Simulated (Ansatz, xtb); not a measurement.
C5H3FO2: which of two isomers lies lower

Structure I: `O=Cc1coc(F)c1`, a singlet. Structure II: `O=c1ccoc(F)c1`, a singlet. Both are isolated molecules in the gas phase, relaxed with r2SCAN-D4/def2-SVP; the shapes shown needn't be the lowest conformers.

I (Å):

```yaml
atoms:
  - { symbol: C, position_ang: [0.9499, -0.6647, -0.8341] }
  - { symbol: C, position_ang: [0.0504, -0.9951, 0.2729] }
  - { symbol: C, position_ang: [0.3814, -1.6825, 1.4175] }
  - { symbol: C, position_ang: [-1.7241, -1.1856, 1.5718] }
  - { symbol: C, position_ang: [-1.3492, -0.6646, 0.3754] }
  - { symbol: F, position_ang: [-2.8632, -1.2069, 2.2117] }
  - { symbol: O, position_ang: [0.6074, -0.0547, -1.8240] }
  - { symbol: O, position_ang: [-0.7098, -1.8000, 2.2170] }
  - { symbol: H, position_ang: [2.0060, -1.0238, -0.7009] }
  - { symbol: H, position_ang: [1.3003, -2.1288, 1.7905] }
  - { symbol: H, position_ang: [-1.9553, -0.1224, -0.3455] }
```

II (Å):

```
atom    x (Å)    y (Å)    z (Å)
   C   0.1615  -0.5319  -0.5056
   C   0.9742  -1.3784   0.3918
   C   0.4586  -1.9115   1.5153
   C  -1.6072  -0.9524   1.1207
   C  -1.2158  -0.3609  -0.0276
   F  -2.8129  -0.8615   1.6322
   O   0.5950  -0.0313  -1.5332
   O  -0.8363  -1.7116   1.9028
   H   2.0163  -1.5689   0.1268
   H   0.9827  -2.5450   2.2326
   H  -1.9237   0.2426  -0.5977
```

Energies in hartree; the thermal terms are from GFN2-xTB frequencies at re-optimised GFN2-xTB minima (ideal gas, soft modes damped towards free rotors, one conformer each, 298.15 K, 1 atm) and include the zero-point energy:

```
                              I           II
E, CCSD(T)/def2-SVP  −441.111489  −441.119138
    E, MP2/def2-SVP  −441.039580  −441.044436
  E, MP2/def2-TZVPP  −441.855001  −441.863085
  zero-point energy     0.068893     0.069537
       H(298 K) − E     0.076449     0.076724
       G(298 K) − E     0.037698     0.039005
```

Q: Correct the CCSD(T) difference for the basis set by the MP2 change, then work out ΔE, ΔE₀, ΔH and ΔG for I → II in kJ/mol (1 Eh = 2625.50 kJ/mol) and the equilibrium ratio [II]/[I].

A: 1. Differences II − I: CCSD(T) −0.007649, MP2 in the small set −0.004856, MP2 in the large set −0.008084 Eh.
2. ΔE = −0.007649 + (−0.008084 − (−0.004856)) = −0.010877 Eh = −28.56 kJ/mol.
3. ΔE₀ = ΔE + ΔZPE = −0.010877 + (+0.000644) Eh = −26.87 kJ/mol.
4. ΔH = ΔE + (+0.000275) Eh = −27.84 kJ/mol.
5. ΔG = ΔE + (+0.001307) Eh = −25.13 kJ/mol, so ΔS = (ΔH − ΔG)/T = −9.1 J/(mol K).
6. kT = 0.9442 mEh, so K = [II]/[I] = exp(−ΔG/kT) = exp(+10.14) ≈ 2.5 × 10^4.

Structure II is favoured at this temperature. An error of 4 kJ/mol in ΔG would change K by a factor of 5. HF/STO-3G gave ΔE the other sign. Mirror images and further conformers aren't counted.

As drawn, II has 1 C–C, 2 C=C, 2 C–O in place of 3 C∷C, 2 C∷O (∷ is an aromatic bond). Structure I has a 5-membered ring (with an aromatic ring), II a 6-membered ring.

Other levels gave ΔE = −20.3 (GFN2-xTB); +10.3 (HF/STO-3G, GFN2-xTB geometries); −34.9 (r2SCAN-D4/def2-SVP//GFN2-xTB); −34.2 (r2SCAN-D4/def2-SVP); −36.7 (HF/def2-SVP); −12.7 (MP2/def2-SVP); −20.1 (CCSD(T)/def2-SVP) kJ/mol. The correlated steps freeze 8 core orbitals. Programs: Ansatz 0.2.0, xtb 6.7.1.
